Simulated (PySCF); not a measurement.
Species: C5H7F3O.
Z-matrix (Å and degrees, GFN2-xTB geometry), rows numbered from 1:
```
C 
C   1  1.5095
C   2  1.5028  1  118.71
F   3  1.3533  2  118.21  1    -1.33
C   3  1.5019  2   60.57  1  -110.09
O   5  1.4041  2  119.76  3  -105.93
C   6  1.3506  5  114.18  2   -85.43
F   7  1.3630  6  111.29  5   -71.89
F   7  1.3353  6  108.50  5   171.41
H   1  1.0882  2  109.79  3   -78.52
H   1  1.0874  2  110.24  3    40.78
H   1  1.0884  2  110.68  3   161.83
H   2  1.0832  1  114.89  3   144.12
H   3  1.0837  2  121.76  5  -108.63
H   5  1.0867  2  118.95  3   107.06
H   7  1.1074  6  114.96  5    49.22
```

The calculation used TDDFT PBE0/def2-SVPD, vertical, gas phase, core orbitals frozen in the response in PySCF 2.14.0, density-fitted response routines.

Kohn–Sham orbitals with the atoms that hold most of them (Löwdin shares over 4%, at most four atoms; ? is withheld):

```json
{"orbital": "LUMO+2", "ε (eV)": "1.21", "atoms": "C3 12%, H16 12%, O6 10%, F4 9%"}
{"orbital": "LUMO+1", "ε (eV)": "0.93", "atoms": "H14 14%, H15 13%, H13 10%, C1 8%"}
{"orbital": "LUMO", "ε (eV)": "0.21", "atoms": "?"}
{"orbital": "HOMO", "ε (eV)": "?", "atoms": "?"}
{"orbital": "HOMO-1", "ε (eV)": "-8.54", "atoms": "C3 24%, C5 21%, F4 18%, C2 12%"}
{"orbital": "HOMO-2", "ε (eV)": "-10.13", "atoms": "O6 41%, C1 7%, F8 7%, F4 6%"}
{"orbital": "HOMO-3", "ε (eV)": "-10.71", "atoms": "F8 22%, O6 21%, F9 14%, C7 13%"}
```

Q: Which atoms hold the LUMO, and with what shares?

A: C2 (bonded to 3 C and H) 13%; C1 (bonded to C and 3 H) 11%; C3 (bonded to 2 C, F and H) 11%; H13 (bonded to C) 10%. By element: carbon 36% or more, hydrogen 10% or more.

Q: Which atoms hold the HOMO, and with what shares?

A: C2 (bonded to 3 C and H) 24%; O6 (bonded to 2 C) 21%; C5 (bonded to 2 C, O and H) 15%; C3 (bonded to 2 C, F and H) 9%. By element: carbon 49% or more, oxygen 21%.

Q: What is the HOMO energy, and the HOMO–LUMO gap?

A: ε(HOMO) = -8.30 eV; the gap is 8.51 eV (0.3128 hartree).

Q: How does S1 compare with the orbital gap of 8.51 eV?

A: S1 is at 7.19 eV (f = 0.0003), 1.32 eV below the gap, made of HOMO→LUMO (96%). 

Q: Give energy, strength and leading configuration of S1, S2, S3 and S4, and follow the Löwdin shares of the leading atoms from the occupied to the empty orbital.

A: 
- S1 (7.19 eV, f 0.0003), HOMO→LUMO (96%): C2 24% → 13%, O6 21% → at most 10%, C1 at most 10% → 11%
- S2 (7.41 eV, f 0.0016), HOMO-1→LUMO (94%): C3 24% → 11%, C5 21% → at most 10%, C2 12% → 13%, C1 at most 13% → 11%
- S3 (8.05 eV, f 0.0015), HOMO→LUMO+1 (95%): C2 24% → at most 8%, O6 21% → at most 8%, H14 at most 10% → 14%, H15 at most 10% → 13%
- S4 (8.29 eV, f 0.0053), HOMO-1→LUMO+1 (89%): C3 24% → at most 8%, C5 21% → at most 8%, H14 at most 13% → 14%, H15 at most 13% → 13%

Löwdin shares depend on the basis, the more so with diffuse functions.

One conformer stands for the species.

Without π bonds the low states may be Rydberg-like; a valence basis with one diffuse set may place them up to an eV too high.
